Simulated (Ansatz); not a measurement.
Species: sum formula MnOBrH (charge 0, sextet). The spin state was set by rule; other spins were not relaxed. 
Coordinates optimised at B3LYP-D3(BJ)/def2-TZVP (Ansatz, a program for electronic structure):
```
Mn
O 1 1.8156
H 2 0.9575 1 134.90
Br 1 2.3504 3 168.19 2 -180.00
```
Charge 0, spin multiplicity 6.

Computed values are from Ansatz. Valence correlation only, unless marked. Open shells are spin-unrestricted. No spin-orbit coupling. Frozen are the shells of the preceding noble gas and the d and f shells that filled before the atom's block. No relativistic terms. CBS(X,Y): correlation extrapolated as X^-3; Hartree-Fock from the larger set. The bracket is a focal-point correction in the basis named.

Q: What is the atomisation energy De at RI-MP2/CBS(def2-TZVPPD,def2-QZVPPD)+[CCSD(T)-MP2]/def2-TZVPPD?

A: 282.3 kcal/mol.

Q: What is the T1 diagnostic at CCSD/def2-TZVPPD?

A: 0.021.

Q: What is the dipole moment at CCSD(T)/def2-SVPD?

A: 2.28 D.

Q: What is the total energy at RI-MP2/CBS(def2-TZVPPD,def2-QZVPPD)+[CCSD(T)-MP2]/def2-TZVPPD?

A: -3798.6074 Eh.
